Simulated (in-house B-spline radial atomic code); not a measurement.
Settings and results of a run for Zn III (Zn2+). Level of theory: scalar-relativistic (X2C) BP86, spin-polarised, spherical fractional occupations, Fermi nucleus of rms radius 3.9283 fm; calculated with an all-electron radial atomic-structure program (B-spline basis).

Command:
```bash
python run_scf.py task.json out
```
Settings (nuclear radius in fm, mass in u):
```
Z                30
configuration    [Ar] 3d10
hamiltonian      x2c
method           b88,p86
spin_polarised   True
nucleus          fermi
rms_radius       3.9283
atomic_mass      63.92914
speed_of_light   137.035999084
```

Output (hartree, bohr):
```
 radial grid: 69 intervals, B-splines of order 8, outer radius 25.5556 bohr

 iter        energy (Eh)    residual
    1       -1792.679139    3.57e-01
    2       -1790.177270    4.50e-01
    3       -1794.861559    1.27e-01
    4       -1795.132750    5.12e-02
    5       -1794.760146    1.24e-01
    6       -1795.226523    7.16e-04
    7       -1795.226514    8.18e-04
    8       -1795.226534    5.08e-05
    9       -1795.226534    9.46e-07
   10       -1795.226534    1.80e-08

 total energy                     -1795.22653
 kinetic                            1828.3589
 electron-nucleus                  -4309.2989
 Hartree                             757.6061
 exchange-correlation                -71.8926

 orbital      occ     eigenvalue          <r>       <r^2>       <1/r>       r_max
 1s up      1.000      -350.6016    0.0499391  0.00336764     30.7673     0.03249
 1s down    1.000      -350.6016    0.0499391  0.00336764     30.7673     0.03249
 2s up      1.000       -43.3006     0.225911   0.0602816     6.67318      0.1892
 2s down    1.000       -43.3006     0.225911   0.0602816     6.67318      0.1892
 2p up      3.000       -37.6351     0.198137   0.0481576     6.47082      0.1519
 2p down    3.000       -37.6351     0.198137   0.0481576     6.47082      0.1519
 3s up      1.000        -5.5141     0.681705    0.537364     2.10115      0.5884
 3s down    1.000        -5.5141     0.681705    0.537364     2.10115      0.5884
 3p up      3.000        -3.8328     0.714061    0.602662     1.93409      0.5927
 3p down    3.000        -3.8328     0.714061    0.602662     1.93409      0.5927
 3d up      5.000        -1.1371     0.879102     1.01562     1.53177      0.5666
 3d down    5.000        -1.1371     0.879102     1.01562     1.53177      0.5666
```


One-electron X2C: radii and densities carry no picture-change correction, so inner-shell <1/r> comes out high (for 1s by about 2 % at Z = 33, 5 % at 54, 10 % at 75, 30 % at 118) and <r> low.
